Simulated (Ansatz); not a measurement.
Cost and result for the atomization energy of BFH$_{5}$NSi, SMILES `B[SiH](N)F` (9 atoms, 8 bonds).

Z-matrix (Å, degrees):
```
Si
N 1 1.703
F 1 1.613 2 114.6
B 1 2.005 2 106.3 3 117.9
H 1 1.484 2 105.9 3 -115.4
H 2 1.006 1 122.8 3 86.5
H 2 1.007 1 122.2 3 -72.9
H 4 1.195 1 123.8 2 123.8
H 4 1.198 1 119.3 2 -54.0
```

Total charge 0; spin multiplicity 1. The structure was optimised at the PBE0-D4/def2-TZVP level. It is one conformer, not always the lowest. Program: Ansatz. All runs use 2 threads of an Intel Xeon Platinum 8488C on a shared host. Times are those of one run each, without the atoms' runs, and a repeat can differ threefold. Electronic energies, without spin–orbit coupling; frozen cores. CCSD(T)/CBS adds CCSD(T) − MP2 in def2-TZVPP to the MP2 limit, and its time is that of the two runs behind it. T1 = 0.012.

CCSD(T)/CBS is a level of theory with its own doubt, some kJ/mol a heavy atom from the limit and from the frozen cores, so smaller differences don't rank the functionals.

| level | functions | wall time |
| --- | --- | --- |
| BLYP-D4/def2-TZVPP | 205 | 1.7 s |
| revPBE-D4/def2-TZVPP | 205 | 1.8 s |
| BHLYP-D4/def2-TZVPP | 205 | 2 s |
| PBE-D4/def2-TZVPP (with forces) | 205 | 2.3 s |
| CAM-B3LYP-D4/def2-TZVPP | 205 | 2.5 s |
| CCSD(T)/def2-SVP | 85 | 3.7 s |
| B2PLYP/def2-TZVPP | 205 | 3.9 s |
| PBE-QIDH/def2-TZVPP | 205 | 4.1 s |
| r2SCANh-D4/def2-TZVPP | 205 | 4.5 s |
| ωB97X-V/def2-TZVPP | 205 | 5.5 s |
| MP2/def2-QZVPP | 391 | 16 s |
| CCSD(T)/def2-TZVPP | 205 | 51 s |
| CCSD(T)/CBS(def2) | – | 67 s |

(1) What atomization energy does each give, and how far from CCSD(T)/CBS? (Best estimate.)

Answers

(1) Computed: 
```tsv
level	atomization (kcal/mol)	difference from CCSD(T)/CBS	per bond
BLYP-D4/def2-TZVPP	745.5	0.1	0.0
revPBE-D4/def2-TZVPP	733.6	-11.8	-1.5
BHLYP-D4/def2-TZVPP	729.7	-15.7	-2.0
PBE-D4/def2-TZVPP (with forces)	751.0	5.6	0.7
CAM-B3LYP-D4/def2-TZVPP	752.4	7.0	0.9
CCSD(T)/def2-SVP	688.3	-57.1	-7.1
B2PLYP/def2-TZVPP	739.1	-6.3	-0.8
PBE-QIDH/def2-TZVPP	736.0	-9.4	-1.2
r2SCANh-D4/def2-TZVPP	739.9	-5.5	-0.7
ωB97X-V/def2-TZVPP	749.7	4.3	0.5
MP2/def2-QZVPP	747.4	2.0	0.3
CCSD(T)/def2-TZVPP	723.5	-21.9	-2.7
CCSD(T)/CBS(def2)	745.4	0.0	0.0
```

From BLYP to BHLYP (50 % exact exchange), in def2-TZVPP and without D4, the atomization energy moves by −12.3 kcal/mol: exact exchange takes away binding that semilocal exchange gives to molecules. At CCSD(T), def2-SVP lies −57.0 kcal/mol from the extrapolated value and def2-TZVPP −21.8 kcal/mol: correlation converges slowly with the basis, and small sets miss more of it in the bonded molecule than in its fragments. In def2-TZVPP, CCSD(T) changes the Hartree–Fock value by +171.6 kcal/mol (the triples alone add +8.5 kcal/mol) and MP2 by +182.2 kcal/mol; breaking electron pairs costs correlation energy, which Hartree–Fock lacks.
